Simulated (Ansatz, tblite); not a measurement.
Removing and adding an electron: SnH(NCO)3 (C3HN3O3Sn). Charge 0, multiplicity 1. Geometry: r2SCAN-D4/def2-SVP. Ansatz, gas phase; energy differences of separate SCF runs; the oxidised species was run as a doublet alone; the reduced species was run as a doublet alone.

```xyz
11

Sn   -0.536    1.075    0.338
H    -1.265    2.513    0.809
N    -0.567    0.879   -1.668
C    -0.274    0.130   -2.577
O    -0.021   -0.538   -3.505
N    -1.492   -0.511    1.136
C    -1.476   -1.721    1.217
O    -1.524   -2.885    1.341
N     1.386    1.015    0.940
C     2.385    0.325    0.956
O     3.385   -0.282    1.011
```

In the def2 sets Sn takes a core potential; there is no spin–orbit coupling. The xTB rows come from tblite. HSE06 is defined as in plane-wave codes, on full-range PBE exchange. HOMO above LUMO, or a gap near zero within one spin, warns that the state may not be the lowest or that an electron is smeared out.

| level | −HOMO (eV) | vertical IE (eV) | −LUMO (eV) | vertical EA (eV) | HOMO–LUMO gap (eV) | IE − EA (eV) | remarks |
| --- | --- | --- | --- | --- | --- | --- | --- |
| GFN1-xTB | 13.26 | 15.87 | 9.22 | 6.65 | 4.04 | 9.22 | – |
| PBE0-D4/def2-TZVP | 8.91 | 10.59 | 2.01 | – | 6.90 | – | – |
| HSE06-D4/def2-TZVP | 8.51 | 10.54 | 2.38 | – | 6.13 | – | – |
| HSE06-D4/def2-TZVPD | 8.53 | – | 2.42 | 0.51 | 6.12 | – | HOMO above zero (-1 doublet) |

(1) Estimate the rows for GFN2-xTB, PBE-D4/def2-TZVP, PBE-D4/def2-TZVPD, PBE0-D4/def2-TZVPD.

## Answers

(1) 
| level | −HOMO (eV) | vertical IE (eV) | −LUMO (eV) | vertical EA (eV) | HOMO–LUMO gap (eV) | IE − EA (eV) | remarks |
| --- | --- | --- | --- | --- | --- | --- | --- |
| GFN2-xTB | 12.59 | 15.14 | 8.99 | 6.48 | 3.60 | 8.66 | – |
| PBE-D4/def2-TZVP | 7.48 | 9.93 | 2.95 | – | 4.53 | – | gap within one spin near zero (+1 doublet) |
| PBE-D4/def2-TZVPD | 7.52 | – | 2.99 | 0.69 | 4.53 | – | HOMO above zero (-1 doublet) |
| PBE0-D4/def2-TZVPD | 8.94 | – | 2.04 | 0.49 | 6.89 | – | HOMO above zero (-1 doublet) |

   A HOMO above zero means that the electron is unbound at that level or that self-interaction error raises the level; the energy of removing that electron tells which. Raw xTB energy differences between charge states are shifted by several eV; the methods need an empirical correction for them.
